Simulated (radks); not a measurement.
Ge4+, configuration [Ar] 3d10.

All-electron calculation, scalar-relativistic Kohn-Sham, PBE, spin-polarised, spherical densities, finite nucleus; Fermi nuclear charge, rms radius 4.0742 fm. Program: a radial shooting solver on a logarithmic mesh with Libxc functionals.

Energy parts (eV):
| part | energy |
|---|---|
| total | -57007.796 |
| kinetic | 58042.346 |
| electron-nucleus | -136010.045 |
| Hartree | 23091.432 |
| exchange-correlation | -2131.528 |

Orbitals (lengths in bohr, moments of r in powers of bohr; r(max) is where P^2 peaks):
orbital  occ.  eigenvalue (eV)  <1/r>       <r^4>   r(max)
1s          2        -11011.30  32.38  0.00002275  0.03073
2s          2        -1421.013  7.107    0.004691   0.1760
2p          6        -1248.043  6.968    0.003440   0.1412
3s          2        -217.6465  2.284      0.3234   0.5425
3p          6        -164.7396  2.132      0.4139   0.5432
3d         10         -78.0358  1.805      0.9493   0.5030

The highest occupied level is 3d at -78.036 eV. The density falls to 0.001 e/bohr^3 at r = 2.36 bohr.
